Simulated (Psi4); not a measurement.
# Worked example: ideal-gas entropy of WSCl2O (SMILES [O]=[W](=[S])([Cl])[Cl])

A singlet with charge 0, relaxed at PBE0-D4/def2-TZVP (density fitting, core potential) (Psi4 1.11):

```xyz
5

O    -0.0719   -0.9418    1.5268
W     0.0098   -0.0545    0.0944
S     1.5392   -0.9105   -1.0968
Cl   -1.9567   -0.2368   -0.9778
Cl    0.5564    2.0676    0.5923
```

Harmonic wavenumbers in cm⁻¹: 114, 146, 151, 222, 283, 422, 428, 568, 1040.

Masses in u: O 15.999, W 183.84, S 32.06, Cl 35.45. Take T = 298.15 K, p = 1 bar, R = 8.3145 J/(mol K), kT/hc = 207.22 cm⁻¹, rigid rotor and harmonic oscillator.

**Question.** Work out S° at 298 K.

**Answer.** 
1. Translation (Sackur–Tetrode): S = R[3/2 ln M + 5/2 ln T − 1.1517] with M = 302.799 gives 180.1 J/(mol K).
2. Rotation: principal moments 291.135, 337.708, 452.958 u Å² give A, B, C = 0.0579, 0.0499, 0.0372 cm⁻¹; the symmetry number is σ = 1; q = (√π/σ)√((kT/hc)³/ABC) = 509990; S = R(ln q + 3/2) = 121.7.
3. Vibration: with u = ν̃/207.22, each mode gives R[u/(eᵘ − 1) − ln(1 − e⁻ᵘ)]; the sum is 60.2, most from 114 cm⁻¹ (13.4), 146 cm⁻¹ (11.4), 151 cm⁻¹ (11.1).
4. Spin: R ln 1 = 0.0.
5. Sum: 180.1 + 121.7 + 60.2 + 0.0 = 362.0 J/(mol K).

No measured value is set beside it here.
